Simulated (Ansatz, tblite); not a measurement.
Adding an electron: the cluster Li6⁺. Charge 1, multiplicity 2. Geometry: PBE0/def2-TZVP. Ansatz, gas phase; energy differences of separate SCF runs; the reduced species is a singlet (the triplet lies 0.04 eV higher at PBE0/def2-TZVP).

Cartesian coordinates in Å:
```
Li 1.911 -0.455 -1.413
Li 0.445 2.379 -0.103
Li 0.229 -2.937 -0.461
Li 0.489 -0.328 1.239
Li -1.043 -0.123 -0.883
Li -2.031 1.463 1.620
```

The xTB rows come from tblite. The structure comes from a short search, and lower isomers may exist.

```
        level  −HOMO (eV)  −LUMO (eV)  vertical EA (eV)  HOMO–LUMO gap (eV)                                 remarks
     GFN1-xTB           –           –             12.19                   –                                       –
PBE/def2-TZVP        6.55        5.77              4.21                0.78  restricted singlet, untested (singlet)
```

**Question.** Estimate the rows for GFN2-xTB, PBE0/def2-TZVP.

**Answer.** 
```csv
level,−HOMO (eV),−LUMO (eV),vertical EA (eV),HOMO–LUMO gap (eV),remarks
GFN2-xTB,–,–,7.63,–,–
PBE0/def2-TZVP,7.07,5.20,4.14,1.87,"restricted singlet, untested (singlet)"
```

Run but left out: r2SCAN/def2-TZVP (neutral singlet: restricted singlet with a triplet 0.13 eV lower at the same geometry).  HOMO and LUMO are the levels of the spin that leaves or enters (xTB has no such levels and no spin-polarisation term). Other spin states of the ions may lie lower, which would lower the ionisation energy or raise the affinity. Raw xTB energy differences between charge states are shifted by several eV; the methods need an empirical correction for them.
